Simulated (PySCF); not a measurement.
Cl₂HMoNO, SMILES [NH]=[Mo](=[O])([Cl])[Cl], multiplicity 1.

Geometry: PBE-D3(BJ)/def2-SVP. The multiplicity is an assumed one; no other spin state was optimised. The structure was generated by enumeration; whether it is a known compound was not checked. The def2 effective core potentials stand for the cores of Mo; spin–orbit coupling is left out.

Two levels are set side by side: TDA-PBE/def2-SVPD (PySCF) and TDA-ωB97X/def2-SVPD (PySCF). Vertical, same geometry. The lowest singlet is HOMO−1→LUMO 93 % with PBE and HOMO−1→LUMO 73 %, HOMO→LUMO+1 15 % with the other functional; states are paired by order. Differences are taken from unrounded values.

```
quantity                              TDA-ωB97X
------------------------------------  ---------
lowest singlet excitation (eV)             4.08
lowest triplet excitation (TDA) (eV)       3.39
```

### Question
What does TDA-PBE give, and how far is it from TDA-ωB97X? (The exact figures need the calculation; the answer reports its results.)

### Answer

| quantity | TDA-PBE | TDA-PBE minus TDA-ωB97X |
|---|---|---|
| lowest singlet excitation (eV) | 3.75 | -0.33 |
| lowest triplet excitation (TDA) (eV) | 3.15 | -0.24 |

Functionals without exact exchange tend to place singlet excitations lower, as here. Differences between two approximate levels are no errors against the true value.

Rough cost on one machine, each run with all the roots and properties that it gave: TDA-ωB97X against TDA-PBE about 4 times.
